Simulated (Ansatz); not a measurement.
```xyz
3

Cl    0.0000    0.0000   -2.3684
Mg    0.0000    0.0000    0.0000
Cl    0.0000    0.0000    2.3684
```

Basis set: def2-TZVP (spherical functions). Left uncorrelated: 11 orbitals. Charge 0, multiplicity 1.

Computed with Ansatz (development build ahead of 0.2.0); each method stands on the lowest determinant of its kind that the runs found. Restricted open shells among the atoms or ions are ROHF, correlated in semicanonical orbitals with singles.

The atomization energy at this shape (free ground-state atoms in the same class of orbitals less the molecule, no zero-point energy) of singlet MgCl2:

```
method  atomization energy
   RHF     148.26 kcal/mol
```

Task: What does RHF-MP2 give?

Result: 179.90 kcal/mol. Caution: the shape is not the minimum.
